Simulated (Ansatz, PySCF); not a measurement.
Gas-phase reaction in SMILES: C(C)([O][GeH3])=O -> C(=O)([O][GeH3])[CH2] + H atom (the C-H bond breaks)

Wanted: bond dissociation energy (electronic), in kcal/mol. Terms: six Cartesian d functions in 6-31G* and its kin unless marked 5d; no spin-orbit coupling; non-relativistic; LANL2DZ with its own core potentials from Na on; frozen cores in correlated levels (noble-gas shells and the d and f shells of earlier blocks); no dispersion term unless named; open shells spin-unrestricted. Ab initio and DFT rows: single points at B3LYP-D3(BJ) geometries (Ansatz, a program for electronic structure). A UHF reference is markedly spin-contaminated in at least one set, which strains HF and MP2.

```tsv
level	program	bond dissociation energy (electronic) (kcal/mol)
SVWN5/6-31G* with LANL2DZ past Ar	Ansatz	114.5
BP86/def2-SVP	PySCF	103.4
BP86/6-31G* with LANL2DZ past Ar (5d)	PySCF	104.3
B3LYP/3-21G	Ansatz	104.5
B3LYP/6-31G*	Ansatz	103.3
PBE0/6-31G* with LANL2DZ past Ar	Ansatz	102.5
MP2/6-31G*	Ansatz	99.2
B3LYP/def2-TZVPD	Ansatz	102.5
```

No value to compare with is used here. The 7 habitual levels span 99.2 (MP2/6-31G*) to 114.5 kcal/mol (SVWN5/6-31G* with LANL2DZ past Ar); B3LYP/def2-TZVPD gives 102.5.

The levels are drawn from those run, B3LYP/6-31G* more often than the rest, none by its result; left out are runs that failed, that the program found above a lower state of the same kind, or whose <S^2> lies over 0.5 above the pure value.
